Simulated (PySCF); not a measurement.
**Ionisation energy of Rh⁺ by level of theory**

Rh⁺ [Kr] 4d8 (3F) → Rh²⁺ [Kr] 4d7 (4F), as a difference of total energies. Calculation: PySCF 2.14, in def2-TZVP with the def2 core potential (28 electrons); scalar relativity through the core potential. Correlated levels: valence: 4s2 4p6 frozen. The calculations carry no spin-orbit coupling.

```csv
method,ionisation energy (eV)
UHF,16.179
PBE,18.411
r2SCAN,18.115
MP2 (valence),17.406
SCS-MP2 (valence),17.413
```

Problem. How much does correlation contribute at MP2 (valence)?

Solution. 17.406 − (16.179) = 1.227 eV, measured against UHF.

The reference lies between the lowest fine-structure levels, while these numbers refer to the centres of the terms.

Errors of the correlated levels include the incompleteness of this basis and the frozen core.

For comparison: 18.08 eV (semi-empirical (NIST evaluation); NIST Atomic Spectra Database, ionization energies).
